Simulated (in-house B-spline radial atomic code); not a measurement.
Radial electron density of S⁺, [Ne] 3s1 3p3 7d1. Computed with a radial B-spline atomic code at the basis-set limit: Dirac-Hartree-Fock, average of configuration, Fermi nucleus of rms radius 3.2611 fm.

Columns: r (bohr), 4πr²n(r) (electrons per bohr), bar.

```
 0.00419   0.5351 #
 0.00534    0.835 ##
 0.00681    1.291 ###
 0.00867    1.966 #####
   0.011    2.928 #######
  0.0141    4.344 ##########
  0.0179    6.183 ###############
  0.0228    8.557 #####################
  0.0291    11.38 ###########################
  0.0371    14.32 ##################################
  0.0472    16.84 #########################################
  0.0602    18.28 ############################################
  0.0767    18.01 ###########################################
  0.0977    16.08 #######################################
   0.124    13.55 #################################
   0.159    12.05 #############################
   0.202    12.98 ###############################
   0.257    15.68 ######################################
   0.328    17.64 ##########################################
   0.418    16.27 #######################################
   0.532    11.59 ############################
   0.678    6.259 ###############
   0.863    3.145 ########
     1.1    2.575 ######
     1.4    2.801 #######
    1.79    2.352 ######
    2.27     1.34 ###
     2.9    0.469 #
    3.69  0.09669 
     4.7  0.01804 
    5.99   0.0136 
    7.63 0.001933 
    9.72  0.00833 
    12.4  0.01626 
    15.8 0.001495 
    20.1  0.02839 
    25.6 7.98e-05 
    32.6  0.05233 
    41.6   0.0298 
    52.9 0.001964 
    67.5 1.351e-05 
    85.9 7.329e-09 
     109 1.278e-13
```

On this grid the curve has 6 maxima, near 0.0602, 0.328, 1.4, 12.4, 20.1, 32.6 bohr.

The 7d3/2 radial function P(r) = rR(r), positive near the nucleus, with its small component Q(r) (sign convention: Q ≈ (P' + κP/r)/2c):

```
r (bohr)          P           Q
  0.0602  0.0002351   6.663e-05
  0.0977  0.0008418   0.0001428
   0.159   0.002783   0.0002769
   0.257   0.008042   0.0004638
   0.418    0.02031    0.000663
   0.678    0.04333   0.0007883
     1.1    0.07524   0.0007122
    1.79    0.09218    0.000347
     2.9    0.04152  -0.0001615
     4.7   -0.08962  -0.0003231
    7.63   -0.04386   0.0001957
    12.4     0.1275  -1.249e-05
    20.1    -0.1685  -5.019e-05
    32.6     0.2288   9.155e-05
    52.9    0.04431  -1.782e-05
```
